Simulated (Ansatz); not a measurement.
Pulling on the Al1–H2 bond in AlClFH (SMILES [F][AlH][Cl]) (multiplicity 1 held, fragments rigid). Energies count from the point at 1.555 Å.
Geometry at that point (charge 0, multiplicity 1):
```
atom    x (Å)    y (Å)    z (Å)
----  -------  -------  -------
Al    -0.5612   0.1772  -0.4707
H     -1.7558  -0.3699  -1.3032
F     -0.2159   1.7862  -0.4960
Cl     0.6468  -1.0594   0.6992
```

R- and RO- levels are restricted; in cc, def2 and unpolarised 6-31G sets they are followed outwards from rest. Unrestricted levels (U-) break spin symmetry where that is lower. Active spaces are followed from a long bond inwards. Curves can end on different states.

Cores are frozen in the correlated methods.

Programs: Ansatz (Gaussian basis) for Hartree–Fock, density functionals and correlated methods. 

Energies in kcal/mol.

```csv
R (Å),R-HF/cc-pV(D+d)Z,R-CCSD/cc-pV(D+d)Z,U-CCSD/cc-pV(D+d)Z,R-CCSD(T)/cc-pV(D+d)Z,"CASSCF(2,2)/cc-pV(D+d)Z","FIC-MRCISD+Q on CASSCF(2,2)/cc-pV(D+d)Z"
1.244,26.5,26.4,26.4,26.5,28.1,26.4
1.400,5.2,5.3,5.3,5.4,6.3,5.3
1.555,0.0,0.0,0.0,0.0,0.0,0.0
1.711,3.8,3.3,3.3,3.2,2.3,3.3
1.867,12.5,11.2,11.2,11.0,9.0,11.0
2.100,29.7,26.4,26.4,26.0,22.6,26.0
2.333,48.3,42.0,42.2,41.3,36.6,41.3
2.722,77.7,63.7,64.4,62.0,55.6,62.0
3.111,102.6,77.8,78.0,74.6,67.5,74.8
3.578,126.5,86.6,83.8,80.7,74.1,81.9
4.200,149.7,91.0,85.1,81.2,76.7,84.7
4.977,168.4,92.5,85.3,79.6,77.3,85.4
```

Doubts at one or more of the structures used: a restricted determinant that unrestricted orbitals would lower (R-HF/cc-pV(D+d)Z, R-CCSD/cc-pV(D+d)Z, R-CCSD(T)/cc-pV(D+d)Z); other coupled-cluster roots lie near (R-CCSD/cc-pV(D+d)Z, R-CCSD(T)/cc-pV(D+d)Z); a spin-contaminated determinant (U-CCSD/cc-pV(D+d)Z); T1 above 0.05 (U-CCSD/cc-pV(D+d)Z).

Ansatz is an electronic-structure program.
